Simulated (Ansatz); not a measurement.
BClH6OSi2, SMILES `[SiH3][SiH2]OBCl`, relaxed with RKS PBE-D4/def2-SVP in the Gaussian-basis code of Ansatz from a rough embedded geometry. The force threshold is 0.03 eV/Å; the program also tests the step.

Charge 0, multiplicity 1.

Start:

```xyz
11

Si    0.869   -0.641    1.389
Si   -0.942   -0.259    0.234
O    -0.840    1.319   -0.438
B    -0.092    1.215   -1.667
Cl   -0.781    0.973   -3.307
H     0.824   -2.047    1.990
H     2.051   -0.627    0.489
H     1.033    0.299    2.439
H    -2.117   -0.354    1.184
H    -1.143   -1.284   -0.794
H     1.135    1.406   -1.518
```

| step | energy (eV) | largest force (eV/Å) | largest move (Å) |
| --- | --- | --- | --- |
| 1 | -31073.3529 | 2.617 | 0.000 |
| 2 | -31073.7701 | 2.118 | 0.157 |
| 3 | -31073.9024 | 1.473 | 0.195 |
| 4 | -31074.0483 | 0.564 | 0.200 |
| 5 | -31074.1068 | 0.376 | 0.200 |
| 6 | -31074.1599 | 0.254 | 0.200 |
| 7 | -31074.1939 | 0.313 | 0.196 |
| 8 | -31074.2102 | 0.488 | 0.195 |
| 9 | -31074.2626 | 0.341 | 0.200 |
| 10 | -31074.2854 | 0.220 | 0.200 |
| 11 | -31074.2941 | 0.062 | 0.098 |
| 12 (rejected) | -31074.2916 | 0.159 | 0.150 |
| 13 | -31074.2966 | 0.008 | 0.067 |
| 14 | -31074.2970 | 0.046 | 0.093 |
| 15 (rejected) | -31074.2820 | 0.477 | 0.053 |
| 16 | -31074.2974 | 0.003 | 0.013 |

End:

```xyz
11

Si    0.987   -0.624    1.312
Si   -1.083   -0.618    0.180
O    -1.068    0.451   -1.158
B    -0.094    1.261   -1.620
Cl   -0.408    2.256   -3.046
H     0.879   -1.593    2.460
H     2.093   -1.070    0.396
H     1.302    0.743    1.853
H    -2.198   -0.167    1.080
H    -1.415   -1.980   -0.361
H     1.004    1.341   -1.096
```

Hardware: 4 threads of an Intel Xeon 6975P-C on a shared host. Wall time 16 s, peak host memory 0.17 GiB.
